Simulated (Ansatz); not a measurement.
Stepwise reaction of `[NH2][Y]([OH])[OH]` with ammonia, as a gas-phase model of exchange steps in deposition or etching. ΔE in kJ/mol; ΔG adds harmonic PBE0-D4 terms to CCSD(T)/CBS, at 1 bar.

Calculated with Ansatz (gas phase, PBE0-D4/def2-TZVP geometries, no zero-point term in ΔE). CBS: MP2 limit from def2 TZ/QZ plus the TZ coupled-cluster correction, frozen cores. This one scheme is used for every species. Functionals use def2-TZVPP. B3LYP here is the variant with VWN-RPA as its local correlation; programs differ in this. def2 core potentials past Kr. For Y outer-core shells are correlated without core-valence functions, which leaves a few kJ/mol of doubt a bond. Each species was taken in one conformer, which may not be the lowest.

```json
{"step": "1", "reaction": "`[NH2][Y]([OH])[OH]` + NH₃ → `[NH2][Y]([NH2])[OH]` + H₂O", "PBE-D4": "78.0", "B3LYP-D4": "81.8", "ωB97M-V": "81.6", "CCSD(T)/CBS": "78.6", "ΔG(400 K)": "73.8"}
{"step": "2", "reaction": "`[NH2][Y]([NH2])[OH]` + NH₃ → `[NH2][Y]([NH2])[NH2]` + H₂O", "PBE-D4": "77.2", "B3LYP-D4": "81.6", "ωB97M-V": "82.3", "CCSD(T)/CBS": "78.7", "ΔG(400 K)": "79.9"}
```

By hand: ΔE of the 2 steps together at CCSD(T)/CBS.

(78.6) + (78.7) = 157.3 kJ/mol, or 78.7 kJ/mol a step.

In ΔE the steps differ by no more than 0.1 kJ/mol. All are uphill at CCSD(T)/CBS. ΔG lies between 73.8 and 79.9 kJ/mol a step. PBE-D4 differs from CCSD(T)/CBS by -1.5 to -0.6 kJ/mol a step. Isolated molecules leave out the surface, adducts and barriers. Largest T1 diagnostic: 0.014.
